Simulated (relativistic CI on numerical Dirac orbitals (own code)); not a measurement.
**Level scheme of Tm+**

These numbers are calculated, not measured: Dirac-Coulomb-Breit CI, orbitals from a KLI potential per configuration, model QED, valence Slater integrals scaled by 0.85, P86 correlation energy added to each configuration (own radial code, finite nucleus).

CI space (outside the closed core [Xe]): 4f13 6s, 4f12 6s2, 4f12 6s 5d, 4f13 5d, 4f13 6p, 4f12 5d2, 4f12 6s 6p, 4f13 6d, 4f13 7s, 4f12 6p2, 4f14, 4f13 7p, 4f12 6s 7s, 4f13 8s. Double excitations out of closed p, d and f shells are left out; levels of such configurations are missing from the list, as are those of other unlisted configurations, and high levels can miss mixing partners.

The lowest level is 4f12 6s2 3H_6, with 93 % of that term; Hund's rules for 4f12 6s2 give 3H with J = 6, in agreement.

| No. | Configuration | Term | J | E (eV) | % | Next component (%) | jj configuration (%) |
| --- | --- | --- | --- | --- | --- | --- | --- |
| 1 | 4f12 6s2 | 3H | 6 | 0.0000 | 93 | 3 4f12 6p2 3H | 4f7/2^6 (86) |
| 2 | 4f12(3H) 6s<4H> 5d | 5F | 5 | 0.4299 | 89 | 9 5G | 4f7/2^6 6s 5d3/2 (78) |
| 3 | 4f12(3H) 6s<4H> 5d | 5F | 4 | 0.6639 | 40 | 40 3F | 4f7/2^6 6s 5d3/2 (67) |
| 4 | 4f12 6s2 | 3F | 4 | 0.6988 | 51 | 32 1G | 4f7/2^6 (89) |
| 5 | 4f12(3H) 6s<4H> 5d | 5K | 8 | 0.7704 | 55 | 40 3K | 4f7/2^6 6s 5d3/2 (61) |
| 6 | 4f12(3H) 6s<4H> 5d | 5G | 6 | 0.7806 | 88 | 9 5H | 4f7/2^6 6s 5d3/2 (61) |
| 7 | 4f12(3H) 6s<4H> 5d | 5K | 9 | 0.7864 | 99 | 1 3L | 4f7/2^6 6s 5d5/2 (92) |
| 8 | 4f12(3H) 6s<2H> 5d | 3K | 7 | 0.7988 | 47 | 27 1K | 4f7/2^6 6s 5d3/2 (86) |
| 9 | 4f12(3H) 6s<2H> 5d | 3G | 5 | 0.9882 | 39 | 34 5G | 4f7/2^6 6s 5d3/2 (62) |
| 10 | 4f12 6s2 | 3H | 5 | 1.0066 | 92 | 3 4f12 6p2 3H | 4f5/2^5 4f7/2^7 (92) |
| 11 | 4f12(3H) 6s<2H> 5d | 3F | 3 | 1.0767 | 42 | 34 5F | 4f7/2^6 6s 5d5/2 (64) |
| 12 | 4f12(3H) 6s<4H> 5d | 5H | 7 | 1.0791 | 58 | 29 5I | 4f7/2^6 6s 5d3/2 (64) |
| 13 | 4f12(3H) 6s<4H> 5d | 5I | 8 | 1.1491 | 76 | 23 3K | 4f7/2^6 6s 5d5/2 (78) |
| 14 | 4f12(3H) 6s<2H> 5d | 3I | 6 | 1.1497 | 23 | 22 3H | 4f7/2^6 6s 5d3/2 (73) |
| 15 | 4f12(3H) 6s<4H> 5d | 3F | 4 | 1.1793 | 43 | 29 5F | 4f7/2^6 6s 5d5/2 (38) |
| 16 | 4f12(3H) 6s<2H> 5d | 3I | 7 | 1.2620 | 37 | 31 5H | 4f7/2^6 6s 5d5/2 (85) |
| 17 | 4f12(3H) 6s<4H> 5d | 3K | 8 | 1.2802 | 74 | 11 4f12 5d2 3K | 4f7/2^6 6s 5d5/2 (68) |
| 18 | 4f12 6s 5d | 3H | 6 | 1.2957 | 24 | 22 5H | 4f7/2^6 6s 5d5/2 (60) |
| 19 | 4f12(3H) 6s<2H> 5d | 3H | 5 | 1.3023 | 36 | 29 1H | 4f7/2^6 6s 5d5/2 (58) |
| 20 | 4f12(3H) 6s<2H> 5d | 3G | 4 | 1.3680 | 29 | 24 5G | 4f7/2^6 6s 5d5/2 (55) |
| 21 | 4f12(3H) 6s<2H> 5d | 3G | 5 | 1.4741 | 51 | 16 5G | 4f7/2^6 6s 5d5/2 (40) |
| 22 | 4f12(1G) 6s<2G> 5d | 3F | 3 | 1.5345 | 22 | 21 5D | 4f7/2^6 6s 5d3/2 (86) |
| 23 | 4f12(3H) 6s<4H> 5d | 3I | 7 | 1.5406 | 67 | 18 4f12 5d2 3I | 4f7/2^6 6s 5d5/2 (53) |
| 24 | 4f12 6s2 | 3H | 4 | 1.5445 | 47 | 29 3F | 4f5/2^5 4f7/2^7 (72) |
| 25 | 4f12(1G) 6s<2G> 5d | 3F | 2 | 1.5580 | 52 | 17 3D | 4f7/2^6 6s 5d3/2 (64) |
| 26 | 4f13 6s | 3F° | 4 | 1.5812 | 100 |  | 4f7/2^7 6s (100) |
| 27 | 4f12(3H) 6s<4H> 5d | 3H | 6 | 1.5822 | 65 | 18 4f12 5d2 3H | 4f7/2^6 6s 5d5/2 (55) |
| 28 | 4f12(3F) 6s<4F> 5d | 5F | 4 | 1.5828 | 23 | 22 3F | 4f7/2^6 6s 5d3/2 (59) |
| 29 | 4f13 6s | 1F° | 3 | 1.6204 | 54 | 46 3F° | 4f7/2^7 6s (100) |
| 30 | 4f12(3F) 6s<4F> 5d | 5G | 5 | 1.6348 | 25 | 16 3G | 4f7/2^6 6s 5d3/2 (65) |

Energies count from the lowest computed level; ° marks odd parity. Percentages are summed over parent terms; the parents shown are those of the largest component, closed shells are left out there, and <> holds an intermediate term. Filled j subshells are mostly left out of the jj labels.

The mean weight of the leading LS term, summed over parents, in these 30 levels is 55 %, and that of the leading jj configuration (from the same eigenvectors) 70 %, so jj coupling describes them better and the LS labels are nominal.

Correlation outside the listed configurations is missing or only estimated: errors of thousands of cm⁻¹ between configurations and terms are usual at this charge. Rates and lifetimes follow the computed energies and can be off by large factors. The fine structure of a lone outer electron comes out too small, for d and f at times inverted, and misplaced configurations move strength between like terms. 6 of the 6 excited levels that our extract of the measured tables holds in this range could be paired (the sources list more); they are missed by 12914 cm⁻¹ on average and 26877 at most, and levels without a partner can miss by more. Some levels of the ground configuration have no partner and can miss by 10 % or more. The computed lowest level isn't the tabulated ground level, which NIST ASD gives as 4f13 (2F*<7/2>) 6s<1/2> (7/2,1/2)°4.

LS names give the leading component of a level, which can be under half, so a name can repeat, a term be missing and a line seem to break the LS rules.
